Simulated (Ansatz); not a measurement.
A run on CH5GaSe (`C[Se][GaH2]`) with other settings.

```yaml
crystal:
  periodic: [false, false, false]
  atoms:
    - {symbol: C, position_ang: [-0.888659, 1.129451, -0.188497]}
    - {symbol: Se, position_ang: [1.055709, 0.879033, -0.164412]}
    - {symbol: Ga, position_ang: [1.165912, -1.390229, 0.231263]}
    - {symbol: H, position_ang: [-1.171313, 1.528281, -1.160450]}
    - {symbol: H, position_ang: [-1.153095, 1.837503, 0.594058]}
    - {symbol: H, position_ang: [-1.393457, 0.181207, -0.016121]}
    - {symbol: H, position_ang: [2.586928, -2.027465, 0.328393]}
    - {symbol: H, position_ang: [-0.202016, -2.137792, 0.375765]}
basis:
  gaussian: {orbitals: def2-mTZVP}
hamiltonian: {xc: {name: r2SCAN}}
```

```sh
$ ansatz run in.yaml --threads 4 --pin off --events-out ev --progress --plain --max-ram 10444MiB
```

Output, abridged:

```
Functional definition: r2SCAN
1149 factors; their error is unknown
mean field evaluation 1: about -118839.2265 eV, gradient 5.6e1 eV
mean field evaluation 2: about -118829.9489 eV, gradient 8.0e1 eV
mean field evaluation 4: about -118845.5870 eV, gradient 5.5e0 eV
mean field evaluation 8: about -118845.6673 eV, gradient 2.4e-1 eV
mean field evaluation 16: about -118845.5966 eV, gradient 6.5e-4 eV
mean field -118845.59656777 eV, -4367.4951174270 hartree, gradient 2.1e-5 eV, S^2 0.000000; 0 other end points of the search recorded, 0 dependent functions left out
reference -118845.59657986 eV, -4367.4951178713 hartree; 38, 38 occupied and 68, 68 virtual orbitals, 1149 factors
Total energy: -118845.59657986 eV, -4367.4951178713 hartree
```

It took 1.9 s on 4 threads of an Arm Neoverse V1 on a shared host, with 0.17 GiB of host memory at the peak.
